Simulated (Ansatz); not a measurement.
## Redistribution: CHCl2I + CH2BrCl → CH2ClI + CHBrCl2

Species: CHCl2I (dichloroiodomethane) `ClC(Cl)I`, singlet; CH2BrCl (bromochloromethane) `ClCBr`, singlet; CH2ClI (chloroiodomethane) `ClCI`, singlet; CHBrCl2 (bromodichloromethane) `ClC(Cl)Br`, singlet. The partners trade Cl for H; both sit on C, so the bond types are kept.

Shapes, held fixed at every level: PBE0-D4/def2-TZVP. Programs: Ansatz 0.2.0. The zero-point and thermal change to 298 K, harmonic and unscaled (PBE0-D4/def2-TZVP), is -0.3 kJ/mol.

| level | kind | ΔH(298 K) (kJ/mol) | less CCSD(T)/def2-TZVPP | CPU time (sum over the molecules) |
| --- | --- | --- | --- | --- |
| HF/def2-SVP | Hartree–Fock | -2.1 | -0.8 | – |
| HF/def2-TZVPP | Hartree–Fock | -1.6 | -0.3 | – |
| SPW92/def2-TZVPP | LDA | -1.8 | -0.5 | 12 s |
| PBE0-D4/def2-TZVPP | global hybrid | -1.1 | +0.2 | 24 s |
| wB97M-V/def2-TZVPP | range-separated hybrid | -1.4 | -0.1 | 84 s |
| B2PLYP/def2-TZVPP | double hybrid | -1.0 | +0.3 | 40 s |
| CCSD(T)/def2-TZVPP | coupled cluster or CI | -1.3 | 0.0 | 2.7 min |

The highest level, CCSD(T)/def2-TZVPP, gives ΔH(298 K) = -1.3 kJ/mol; the levels span -2.1 to -1.0. That is about zero within the method's error. The column of differences is taken from that level and isn't an error. No measured value is set beside it here. For atoms past krypton def2 sets carry core potentials with scalar relativity. Relativity is left out for Br unless named. Correlated rows may include outer-core shells of Br, I, which these sets cover unevenly. Times are processor times on shared x86 and Arm servers, and rough.
